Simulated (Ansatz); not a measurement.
`FC[SiH2]S` + `C[SeH]` → `C[Se][SiH2]S` + `CF`  (ligand exchange at the Si–C bond)

Program: Ansatz. Geometries: PBE0-D4/def2-TZVP. ΔE: electronic, gas phase. CCSD(T)/CBS adds triple-zeta CCSD(T) − MP2 to the extrapolated MP2 energy (def2 sets, frozen cores). This one scheme is used for every species. DFT in def2-TZVPP. B3LYP here is the variant with VWN-RPA as its local correlation; programs differ in this. For Se outer-core shells are correlated without core-valence functions, which leaves a few kJ/mol of doubt a bond. Scalar relativity is left out up to krypton. Each species was taken in one conformer, which may not be the lowest.

Question: Is it downhill or uphill in electronic energy at CCSD(T)/CBS, and by how much? (Estimate.)

Answer: The calculation gave: Downhill: ΔE = -90.7 kJ/mol.

Question: What do these levels give: PBE-D4, r2SCAN-D4, B2PLYP, B3LYP, CCSD/def2-TZVPP, HF/def2-QZVPP? (Best estimate.)

Answer: Computed: PBE-D4 -87.9, r2SCAN-D4 -87.6, B2PLYP -84.8, B3LYP -79.7, CCSD/def2-TZVPP -83.9, HF/def2-QZVPP -82.9 kJ/mol.

Largest T1 diagnostic among the species: 0.011.

The D4 term adds −7.1 kJ/mol with B3LYP and −4.0 kJ/mol with PBE0; it sums over pairs of atoms, weighted by their polarisabilities, and B3LYP, whose exchange is more repulsive, gets the larger term.
